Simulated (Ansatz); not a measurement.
Relaxation of H3OTe (5 atoms, charge 1, multiplicity 1), to a largest force component of 0.015 eV/Å in at most 40 steps.

Theory: RKS PBE-D4/def2-SVP (Ansatz).

```xyz
5
Properties=species:S:1:pos:R:3
O -0.419 -0.562 0.047
Te 1.220 0.844 0.121
H -0.741 -0.856 0.921
H -0.261 -1.339 -0.523
H 2.087 -0.356 0.800
```

Where does it end, and by what steps?

The run converged. After 6 steps the energy has fallen by 0.057 eV; H5 moved furthest, 0.16 Å.

```
step  energy less start (eV)  largest force component (eV/Å)  accepted
   0                  0.0000                           0.858       yes
   1                 -0.0492                           0.333       yes
   2                 -0.0563                           0.056       yes
   3                 -0.0564                           0.075       yes
   4                 -0.0553                           0.134        no
   5                 -0.0571                           0.025       yes
   6                 -0.0571                           0.011       yes
```

```xyz
5
Properties=species:S:1:pos:R:3
O -0.404 -0.589 0.061
Te 1.227 0.844 0.121
H -0.828 -0.867 0.905
H -0.347 -1.353 -0.557
H 2.238 -0.304 0.835
```

Whether the end is a true minimum wasn't checked by a vibrational analysis.

The run took 15 s on 1 thread of Intel(R) Xeon(R) Processor @ 2.50GHz (Skylake/Cascade Lake), with other jobs on the host, peak memory 0.12 GiB.
